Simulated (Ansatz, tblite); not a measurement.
Isomers of Cd2Se3⁻ (doublet), found by a short tight-binding search and relaxed with r2SCAN-D4/def2-SVPD in Ansatz.

In the def2 sets Cd takes a core potential, while STO-3G treats all electrons; there is no spin–orbit coupling. The xTB rows come from tblite. Correlated methods freeze 27 core orbitals; core or outer-core shells of Cd, Se are correlated, in sets that lack core-valence functions.

A: At HF/STO-3G the highest occupied level of the charge -1 doublet lies above zero (up to 2.00 eV). In Hartree–Fock with STO-3G the lack of diffuse functions raises the level. At PBE-D4/def2-TZVPD, BLYP-D4/def2-TZVPD, r2SCAN-D4/def2-TZVPD the gap within one spin of the charge -1 doublet nearly closes, so an electron or hole may be smeared out by delocalisation error. B: At HF/STO-3G the highest occupied level of the charge -1 doublet lies above zero (up to 2.00 eV). In Hartree–Fock with STO-3G the lack of diffuse functions raises the level. C: At HF/STO-3G the highest occupied level of the charge -1 doublet lies above zero (up to 2.56 eV). In Hartree–Fock with STO-3G the lack of diffuse functions raises the level.

Other spin states weren't relaxed.

A:

```xyz
5

Cd   -0.499    1.130   -1.391
Cd    0.196   -1.466    1.129
Se    1.413   -1.856    3.175
Se    0.001    3.423   -1.950
Se   -1.111   -1.232   -0.962
```

B:

```xyz
5

Cd   -0.3165    1.1115    1.6363
Cd   -0.7333   -0.6239   -0.9413
Se   -2.5636    0.3090    0.4002
Se    1.9879    0.2827    0.4628
Se    1.6256   -1.0792   -1.5580
```

C:

```xyz
5

Cd   -1.472    1.696   -0.531
Cd    0.068   -2.563   -0.266
Se    0.838    0.399   -1.585
Se    1.341    0.460    0.719
Se   -0.775    0.008    1.663
```

Estimate which lies lowest at each level, and how far above it the others are (eV).


| level | A | B | C |
| --- | --- | --- | --- |
| GFN1-xTB | 2.32 | 1.88 | 0.00 |
| GFN2-xTB | 0.00 | 0.76 | 1.91 |
| HF/STO-3G | 0.00 | 0.30 | 5.34 |
| HF/def2-TZVPD | 0.00 | 0.34 | 1.76 |
| PBE-D4/def2-TZVPD | 0.00 | 0.17 | 0.93 |
| BLYP-D4/def2-TZVPD | 0.00 | 0.29 | 0.72 |
| r2SCAN-D4/def2-TZVPD | 0.00 | 0.20 | 1.35 |
| PBE0-D4/def2-TZVPD | 0.05 | 0.00 | 1.06 |
| RPA@PBE/def2-TZVPD | 0.00 | 0.46 | 1.52 |
| MP2/def2-TZVPD | 0.29 | 0.00 | 1.30 |
Point groups (tolerance 0.1 Å): A C2v, B Cs, C Cs. Lower isomers may exist.
